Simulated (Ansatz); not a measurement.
Which isomer of AlBrH2OZn gives these data?

These gas-phase data were calculated for one isomer of AlBrH2OZn at PBE0-D3(BJ)/pcseg-1 (harmonic, unscaled wavenumbers; equilibrium rotational constants with average atomic masses):

| Property | Result |
| --- | --- |
| rotational constants | 3.577, 0.7737, 0.6361 GHz |
| all wavenumbers above 1500 cm⁻¹ | 3925, 1857 |

Candidates:

(1) `[OH][Al]([ZnH])[Br]`, a singlet
(2) `[ZnH][O][AlH][Br]`, a singlet

Q: Which structure fits?

A: Candidate (1). The band at 3925 cm⁻¹ lies where the O–H stretch is expected; (2) has no mode between 3300 and 4000 cm⁻¹.

The same quantities for all candidates:

|  | rotational constants (GHz) | wavenumbers above 1500 cm⁻¹ | E above the lowest, PBE0-D3(BJ)/pcseg-1 (kcal/mol) |
| --- | --- | --- | --- |
| (1) | 3.577, 0.7737, 0.6361 | 3925, 1857 | 5.8 |
| (2) | 5.341, 0.7137, 0.6295 | 2001, 1994 | 0.0 |

Harmonic stretches to hydrogen usually lie a few per cent above observed fundamentals. Each candidate is one conformer. Programs: Ansatz 0.2.0.
